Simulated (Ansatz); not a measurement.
**InH3 (SMILES [H][In]([H])[H]): methods side by side**

InH3: 4 atoms, total charge 0, spin state singlet. SMILES: `[H][In]([H])[H]`. Geometry: a GFN2-xTB relaxation, a rough one for these elements and not checked as a minimum.

Each level gives the electronic atomisation energy (eV). The values are calculated. Electronic energies at fixed atoms, without zero-point motion or spin-orbit coupling.

```csv
level,kind,program,value (eV),less FCI/STO-3G,CPU time (all runs)
revPBE/STO-3G,GGA,Ansatz,13.52,+1.78,1.5 s
r2SCAN/STO-3G,meta-GGA,Ansatz,13.81,+2.07,4 s
PBE0/STO-3G,global hybrid,Ansatz,13.34,+1.60,1.2 s
CAM-B3LYP/STO-3G,range-separated hybrid,Ansatz,13.93,+2.19,1.3 s
RPA@PBE/STO-3G,RPA,Ansatz,11.42,-0.32,1.5 s
MP2/STO-3G,perturbation theory,Ansatz,11.57,-0.17,0.41 s
CCSD(T)/STO-3G,coupled cluster or CI,Ansatz,11.73,-0.01,0.57 s
CCSDTQ/STO-3G,coupled cluster or CI,Ansatz,11.74,0.00,31 s
FCI/STO-3G,exact in the basis,Ansatz,11.74,0.00,0.73 s
```

FCI/STO-3G is exact within its basis and frozen core, so for wave-function methods in that basis the difference is their error; functionals converge differently with the basis, so for them it is only a difference. All-electron rows without a relativistic Hamiltonian named are non-relativistic. The values span 11.42 to 13.93 eV. All rows use very small basis sets, so even the best lies far from the true value. In the correlated wave-function rows the outer d shell of In is correlated, in sets not made for it. CPU times are rough (shared hosts, several kinds of processor): they show what a rung costs within a factor of a few.
